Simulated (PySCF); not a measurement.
A structure optimised at PBE-D3(BJ)/def2-SVP, used in a PySCF frequency run:

```xyz
12

Ga    -0.6104     0.2615    -0.2892
C     -2.0848    -1.0387    -0.3042
H     -1.7700    -1.9492    -0.8533
H     -3.0024    -0.6336    -0.7714
H     -2.3155    -1.3460     0.7362
C     -0.4506     2.1244    -0.8965
H      0.3481     2.1953    -1.6627
H     -0.1466     2.7663    -0.0449
H     -1.3945     2.5134    -1.3233
N      0.9584    -0.4096     0.4544
C      1.9785    -0.8474     0.9371
O      2.9795    -1.2769     1.4108
```
Charge 0, spin multiplicity 1.

Task: Write its SMILES and formula.

Result: [CH3][Ga]([CH3])[N]=C=O, C3H6GaNO

Task: What are its rotational constants (standard atomic weights)?

Result: 4.5802, 1.2719, 1.0082 GHz
